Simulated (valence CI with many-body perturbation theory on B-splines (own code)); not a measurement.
From CI to CI+MBPT in Zn8+

Computed by valence CI with perturbative core correlation (CI+MBPT): four valence electrons over a frozen Dirac-Fock core [Ar], radial functions for each j: 9 s, 9 p, 10 d, 8 f, 5 g, 3 h, 1 i, with the one-electron correlation potential Σ1 (screened to all orders), the two-electron term Σ2, the three-electron term Σ3, Breit, model QED; selected single and double excitations, second order for the rest, scaled by the run's own slope (own B-spline code, finite nucleus).

No measured spectrum was set against this ion. As an estimate, terms of the open shell hold to 2 to 4 % of their energy, and close levels can change places; different configurations can be misplaced against each other by 1,000 to 8,000 cm⁻¹. Core correlation moves these levels by up to 4100 cm⁻¹, and in measured spectra 5 to 20 % of such shifts remained as error; rates that hang on mixing are uncertain with them. The list stops below the first excitations out of the core. Only levels of the ground parity were solved; by the run's estimate the other parity begins above the list, which can be wrong where configurations are misplaced.

Each rung adds one term. CI alone is the Dirac-Coulomb CI over the frozen core; QED comes last and gives the full result, which names the levels. Energies are above 3d4 5D_0 on the same rung, in eV.

Letters in brackets count levels of one name in rising energy.

```
       Level  CI alone    + Σ1    + Σ2    + Σ3  + Breit    Full
    3d4 5D_1    0.0648  0.0670  0.0699  0.0701   0.0622  0.0625
    3d4 5D_2    0.1765  0.1846  0.1968  0.1972   0.1744  0.1752
    3d4 5D_3    0.3299  0.3443  0.3664  0.3668   0.3230  0.3244
    3d4 5D_4    0.5144  0.5357  0.5684  0.5686   0.4983  0.5003
3d4 3P_0 [a]     4.451   4.473   4.413   4.401    4.423   4.422
    3d4 3H_4     4.683   4.719   4.631   4.592    4.560   4.560
    3d4 3H_5     4.832   4.874   4.795   4.762    4.700   4.701
3d4 3P_1 [a]     4.807   4.844   4.800   4.805    4.796   4.797
    3d4 3H_6     4.969   5.017   4.952   4.919    4.823   4.824
3d4 3F_3 [a]     5.245   5.288   5.188   5.130    5.099   5.100
3d4 3F_2 [a]     5.235   5.279   5.199   5.146    5.115   5.116
3d4 3F_4 [a]     5.313   5.360   5.269   5.211    5.163   5.164
3d4 3P_2 [a]     5.348   5.406   5.385   5.395    5.337   5.339
    3d4 3G_3     5.892   5.946   5.790   5.723    5.679   5.681
    3d4 3G_4     6.018   6.075   5.919   5.845    5.778   5.780
    3d4 3G_5     6.131   6.192   6.036   5.966    5.877   5.880
    3d4 1I_6     7.206   7.270   7.162   7.071    6.980   6.982
    3d4 3D_3     7.416   7.477   7.155   7.031    6.988   6.989
    3d4 3D_2     7.447   7.509   7.199   7.082    7.040   7.042
```

Question: How does the ionisation energy move along the ladder, and which term matters most?

Answer: CI alone 196.47, + Σ1 198.52, + Σ2 203.38, + Σ3 203.38, + Breit 203.37, + QED 203.38 eV. The largest step is Σ2, 4.86 eV. NIST lists 203 ± 2 eV (semi-empirical).
